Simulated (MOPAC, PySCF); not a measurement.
[Y(Br)3], neutral singlet in the gas phase. 

Z-matrix (Å, degrees):
```
Y
Br 1 2.5946
Br 1 2.5946 2 119.98
Br 1 2.5946 2 120.01 3 -179.98
```
Charge 0, multiplicity 1.

All levels are single points at this geometry (PBE-D3(BJ)/def2-SVP); Pople sets use spherical d functions. Orbital energies aren't observables, and empty levels follow the basis.

| level | HOMO (eV) | LUMO (eV) | gap (eV) | dipole (D) | vertical IE, Delta-SCF (eV) |
|---|---|---|---|---|---|
| B3LYP-D3(BJ)/def2-TZVP in PySCF | -8.23 | -3.33 | 4.90 | 0.00 | – |
| PBE-D3(BJ)/def2-TZVP in PySCF | -7.26 | -3.74 | 3.52 | 0.00 | – |
| TPSSh-D3(BJ)/def2-TZVP in PySCF | -7.86 | -3.22 | 4.63 | 0.00 | – |
| B3LYP/6-311+G** (LANL2DZ on Br, Y) in PySCF | -8.38 | -3.88 | 4.50 | 0.00 | – |
| B3LYP/6-31G* (LANL2DZ on Y) in PySCF | -8.26 | -3.68 | 4.58 | 0.00 | 10.18 |
| B3LYP/LANL2DZ in PySCF | -8.38 | -3.88 | 4.50 | 0.00 | – |
| BP86/6-31G* (LANL2DZ on Y) in PySCF | -7.41 | -4.07 | 3.34 | 0.00 | – |
| M06-2X/6-31G* (LANL2DZ on Y) in PySCF | -9.77 | -2.96 | 6.81 | 0.00 | – |
| PBE/6-31G* (LANL2DZ on Y) in PySCF | -7.30 | -4.06 | 3.25 | 0.00 | 9.78 |
| SVWN5/6-31G* (LANL2DZ on Y) in PySCF | -7.46 | -4.28 | 3.18 | 0.00 | 9.98 |
| HF/6-31G* (LANL2DZ on Y) in PySCF | -11.40 | -0.83 | 10.57 | 0.00 | 11.13 |
| PM6 in MOPAC | -10.05 | -2.25 | 7.80 | 0.00 | – |
| PM7 in MOPAC | -10.98 | -1.18 | 9.80 | 0.00 | – |
